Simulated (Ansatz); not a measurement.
**LiI (Lithium Iodide): the vertical energy of the triplet above the singlet from total energies**

LiI has 2 atoms, charge 0, and is taken as a singlet. SMILES: `[Li][I]`. The bond length is the measured one.

```xyz
2

Li    0.0000    0.0000    0.0000
I     0.0000    0.0000    2.3919
```

Both states at this one shape; open shells run unrestricted unless said. 1 Eh = 27.2114 eV.

```
                                                      level  program  singlet LiI (Eh)  triplet LiI (Eh)
                           PBE/def2-TZVPPD (core potential)   Ansatz       -305.262549       -305.113514
                     CAM-B3LYP/def2-TZVPPD (core potential)   Ansatz       -305.294527       -305.142844
B2PLYP/def2-TZVPPD (core potential), 4 core orbitals frozen   Ansatz       -305.130432       -304.977591
```

Question: Work out the vertical gap, second state less first, at each level.

Answer: 
1. PBE/def2-TZVPPD (core potential): -305.113514 − (-305.262549) = 0.149035 Eh = 4.06 eV.
2. CAM-B3LYP/def2-TZVPPD (core potential): -305.142844 − (-305.294527) = 0.151683 Eh = 4.13 eV.
3. B2PLYP/def2-TZVPPD (core potential): -304.977591 − (-305.130432) = 0.152841 Eh = 4.16 eV.

No measured value is set beside it here; the levels span 4.06 to 4.16 eV. Spin-orbit coupling, which splits open shells on such heavy atoms by tenths of an eV, is left out.
